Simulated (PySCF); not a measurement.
Isomers of C7H12Si, mass 124.071 u with the commonest isotopes. The calculation used PBE0/pcSseg-1 in PySCF (dipole) on a GFN2-xTB geometry, gas phase. One conformer each, none proved a minimum here; rigid rotors.

Problem. Order these by out-of-plane moment Σ m c² = (Ia + Ib − Ic)/2, largest first.
A. `[CH2:1]=[CH:2][CH2:3][C:4]1=[CH:5][CH2:6][SiH2:7][CH2:8]1` with C1–C2–C3–C4 -119°, C2–C3–C4–C5 -109°
B. `[CH2:1]=[CH:2]/[CH:3]=[CH:4]\[C:5](=[CH2:6])[CH2:7][SiH3:8]` with C1–C2–C3–C4 172°, C3–C4–C5–C6 -43°, C4–C5–C7–Si8 82°
C. `[CH3:1][CH2:2][C:3]#[C:4][SiH:5]1[CH2:6][CH2:7][CH2:8]1` with C4–Si5–C6–C7 120°, Si5–C6–C7–C8 -9°, C6–C7–C8–Si5 9°, C4–Si5–C8–C7 -120°
D. `[CH2:1]=[CH:2][C@H:3]([CH3:4])[C:5]1=[CH:6][SiH2:7][CH2:8]1` with C1–C2–C3–C4 -129°, C2–C3–C5–C6 111°
E. `[CH:1]#[C:2][C@:3]([CH3:4])([CH:5]=[CH2:6])[SiH2:7][CH3:8]` with C2–C3–C5–C6 -19°, C2–C3–Si7–C8 -61°
F. `[SiH3:1][CH2:2][C@@:3]12[CH2:4][CH:5]=[CH:6][C@@H:7]1[CH2:8]2` with Si1–C2–C3–C4 64°
G. `[CH3:1][CH2:2][CH2:3][SiH:4]1[CH:5]=[CH:6][CH:7]=[CH:8]1` with C1–C2–C3–Si4 179°, C2–C3–Si4–C5 -70°
H. `[CH3:1][CH2:2][CH2:3][C:4]1=[CH:5][SiH2:6][CH:7]=[CH:8]1` with C1–C2–C3–C4 180°, C2–C3–C4–C5 106°

Solution. E (89.89 u·Å²), C (44.32 u·Å²), F (36.00 u·Å²), G (34.30 u·Å²), A (26.16 u·Å²), D (25.23 u·Å²), H (24.87 u·Å²), B (23.24 u·Å²).

Problem. Order these by radius of gyration √(Σ m r²/M), largest first.
A. `[CH3:1][CH2:2][CH2:3][C:4]1=[CH:5][SiH2:6][CH:7]=[CH:8]1` with C1–C2–C3–C4 180°, C2–C3–C4–C5 106°
B. `[CH3:1][CH2:2][CH2:3][SiH:4]1[CH:5]=[CH:6][CH:7]=[CH:8]1` with C1–C2–C3–Si4 179°, C2–C3–Si4–C5 -70°
C. `[CH2:1]=[CH:2][CH2:3][C:4]1=[CH:5][CH2:6][SiH2:7][CH2:8]1` with C1–C2–C3–C4 -119°, C2–C3–C4–C5 -109°
D. `[CH2:1]=[CH:2]/[CH:3]=[CH:4]\[C:5](=[CH2:6])[CH2:7][SiH3:8]` with C1–C2–C3–C4 172°, C3–C4–C5–C6 -43°, C4–C5–C7–Si8 82°
E. `[CH2:1]=[CH:2][C@H:3]([CH3:4])[C:5]1=[CH:6][SiH2:7][CH2:8]1` with C1–C2–C3–C4 -129°, C2–C3–C5–C6 111°
F. `[SiH3:1][CH2:2][C@@:3]12[CH2:4][CH:5]=[CH:6][C@@H:7]1[CH2:8]2` with Si1–C2–C3–C4 64°
G. `[CH:1]#[C:2][C@:3]([CH3:4])([CH:5]=[CH2:6])[SiH2:7][CH3:8]` with C2–C3–C5–C6 -19°, C2–C3–Si7–C8 -61°
H. `[CH3:1][CH2:2][C:3]#[C:4][SiH:5]1[CH2:6][CH2:7][CH2:8]1` with C4–Si5–C6–C7 120°, Si5–C6–C7–C8 -9°, C6–C7–C8–Si5 9°, C4–Si5–C8–C7 -120°

Solution. H (2.619 Å), D (2.557 Å), A (2.380 Å), B (2.345 Å), C (2.278 Å), E (2.228 Å), F (2.124 Å), G (2.070 Å).

Problem. Order these by rotational constant B, largest first.
A. `[CH2:1]=[CH:2]/[CH:3]=[CH:4]\[C:5](=[CH2:6])[CH2:7][SiH3:8]` with C1–C2–C3–C4 172°, C3–C4–C5–C6 -43°, C4–C5–C7–Si8 82°
B. `[CH:1]#[C:2][C@:3]([CH3:4])([CH:5]=[CH2:6])[SiH2:7][CH3:8]` with C2–C3–C5–C6 -19°, C2–C3–Si7–C8 -61°
C. `[CH2:1]=[CH:2][C@H:3]([CH3:4])[C:5]1=[CH:6][SiH2:7][CH2:8]1` with C1–C2–C3–C4 -129°, C2–C3–C5–C6 111°
D. `[CH3:1][CH2:2][CH2:3][C:4]1=[CH:5][SiH2:6][CH:7]=[CH:8]1` with C1–C2–C3–C4 180°, C2–C3–C4–C5 106°
E. `[CH3:1][CH2:2][CH2:3][SiH:4]1[CH:5]=[CH:6][CH:7]=[CH:8]1` with C1–C2–C3–Si4 179°, C2–C3–Si4–C5 -70°
F. `[CH3:1][CH2:2][C:3]#[C:4][SiH:5]1[CH2:6][CH2:7][CH2:8]1` with C4–Si5–C6–C7 120°, Si5–C6–C7–C8 -9°, C6–C7–C8–Si5 9°, C4–Si5–C8–C7 -120°
G. `[CH2:1]=[CH:2][CH2:3][C:4]1=[CH:5][CH2:6][SiH2:7][CH2:8]1` with C1–C2–C3–C4 -119°, C2–C3–C4–C5 -109°
H. `[SiH3:1][CH2:2][C@@:3]12[CH2:4][CH:5]=[CH:6][C@@H:7]1[CH2:8]2` with Si1–C2–C3–C4 64°

Solution. B (1326 MHz), H (1082 MHz), C (1060 MHz), G (946.2 MHz), E (844.4 MHz), D (812.1 MHz), A (690.0 MHz), F (650.3 MHz).

```tsv
SMILES	point group	Ia (u·Å²)	Ib (u·Å²)	Ic (u·Å²)	κ	μa (D)	μb (D)	μc (D)
[SiH3]C[C@@]12CC=C[C@@H]1C2	C1	128.30	467.16	523.47	-0.92	0.19	0.23	0.30
C=CCC1=CC[SiH2]C1	C1	135.95	534.13	617.77	-0.91	0.04	0.18	0.04
CCCC1=C[SiH2]C=C1	C1	105.30	622.29	677.86	-0.97	0.70	0.16	0.03
C=C[C@H](C)C1=C[SiH2]C1	C1	164.41	476.66	590.61	-0.82	0.46	0.01	0.17
C#C[C@](C)(C=C)[SiH2]C	C1	240.42	381.02	441.65	-0.62	0.69	0.07	0.41
CCC[SiH]1C=CC=C1	C1	117.77	598.51	647.68	-0.96	0.57	0.02	0.38
C=C/C=C\C(=C)C[SiH3]	C1	101.77	732.39	787.68	-0.98	0.11	0.04	0.37
CCC#C[SiH]1CCC1	C1	118.17	777.14	806.68	-0.99	1.30	0.19	0.37
```
